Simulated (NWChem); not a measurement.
System: tetramethylurea (C₅H₁₂N₂O); SMILES CN(C)C(=O)N(C)C

```xyz
20

C     -2.3814    -0.3606    -0.5684
N     -1.1713    -0.0584     0.1550
C     -1.3556     0.6825     1.3802
C      0.0000     0.0000    -0.5835
O      0.0000     0.0000    -1.8018
N      1.1713     0.0584     0.1550
C      2.3814     0.3606    -0.5684
C      1.3556    -0.6825     1.3802
H     -2.9016     0.5541    -0.9115
H     -3.0722    -0.9268     0.0773
H     -2.1375    -0.9577    -1.4546
H     -2.1041     1.4832     1.2335
H     -1.7105     0.0429     2.2081
H     -0.4178     1.1612     1.6861
H      3.0722     0.9268     0.0773
H      2.9016    -0.5541    -0.9115
H      2.1375     0.9577    -1.4546
H      2.1041    -1.4832     1.2335
H      1.7105    -0.0429     2.2081
H      0.4178    -1.1612     1.6861
```
Atoms are numbered in this order, from 1.

Program: NWChem. Pople sets run with spherical d functions. STO-3G and 3-21G are far too small for this property and stand as cheap habits. The geometry was optimised at PBE0/def2-SVP. No frequency run checked for a minimum. B3LYP is NWChem's, with the RPA form of VWN correlation. Field at 589 nm.

**Question.** Among these, which level gives the lowest value of “isotropic polarisability (bohr³)”?
(A) B3LYP/def2-SVP
(B) B3LYP/STO-3G
(C) B3LYP/6-31G*

**Answer.** B, B3LYP/STO-3G. Values: B3LYP/STO-3G 39.6; B3LYP/6-31G* 72.1; B3LYP/def2-SVP 74.5
